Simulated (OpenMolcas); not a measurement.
**Ag5+: moving or changing the point charges**

Ag5+ among 6 point charges of -1.7 e arranged as a tetragonal octahedron (D4h), 2.22 Å from the ion, with the axial distance 2.353 Å.

```yaml
Program: OpenMolcas
Method: CASSCF
Basis: ANO-RCC-VDZP [6s5p3d1f]
Scalar_Hamiltonian: DKH2, point nucleus
Active_space: 6 electrons in 5 orbitals (4d)
State_averaging: 2S+1 = 5 even, 5 roots; 2S+1 = 3 even, 45 roots; 2S+1 = 1 even, 50 roots
Spin-orbit_coupling: RASSI with atomic mean-field integrals over the reference wave functions
```

Runs around this geometry, states (labels of D4, the rotations of D4h). Energies in cm-1 above the lowest state or level, χT in cm3 K/mol.

```csv
R (Å),q (e),Axial / equatorial distance,Ground state,First state of that spin,First gap with spin-orbit (degeneracies),χT at 300 K,First state of another spin
2.22,-1.7,0.98,5B2,5E 356.3,"46.5 (2, 1)",4.947,3A2 21988
2.22,-1.1,1.06,5E,5B2 599.4,"76.1 (1, 2)",5.304,3E 22434
2.12,-1.7,1.06,5E,5B2 1047,"95.5 (1, 2)",4.976,3E 21779
2.22,-1.7,1.06,5E,5B2 928.3,"95.3 (1, 2)",5.113,3E 22096
2.42,-1.7,1.06,5E,5B2 737.8,"77.1 (1, 2)",5.310,3E 22445
```

Taking the first state of the same spin as R^-n, n = -ln(737.8 / 1047) / ln(2.42 / 2.12) = 2.6 between the shortest and longest distance.

Scaling the charges by -1.1 / -1.7 = 0.65 scales the first state of the same spin by 599.4 / 928.3 = 0.65; with fixed orbitals a first-order splitting would follow the charge.

The ground state changes within this set.

Without dynamic correlation the repulsion within the d shell is too large (B by tens of per cent), so at a given field states of lower spin stand too high. Point charges give a weaker field than real ligands, and real ions of this kind are as a rule low spin; the high spin found here belongs to the model. The ground term spreads over less than 5000 cm-1, several times less than with real ligands, so orbital moments are less quenched and χT lies further from the spin-only value than at real sites. Spin-orbit coupling mixes the spin-free states strongly: the lowest level takes only 53 % from its leading state, 5E, which lies 356 cm-1 above the lowest spin-free state (figures for R = 2.22, q = -1.7, ratio = 0.98; the like holds for R = 2.22, q = -1.1, ratio = 1.06, R = 2.22, q = -1.7, ratio = 1.06, R = 2.42, q = -1.7, ratio = 1.06). An orbital doublet at a regular site is open to a Jahn-Teller distortion, which this geometry leaves out (holds for R = 2.22, q = -1.1, ratio = 1.06; R = 2.12, q = -1.7, ratio = 1.06; R = 2.22, q = -1.7, ratio = 1.06; R = 2.42, q = -1.7, ratio = 1.06). This is an electrostatic model: the charges have no orbitals. No measured value stands beside these numbers.
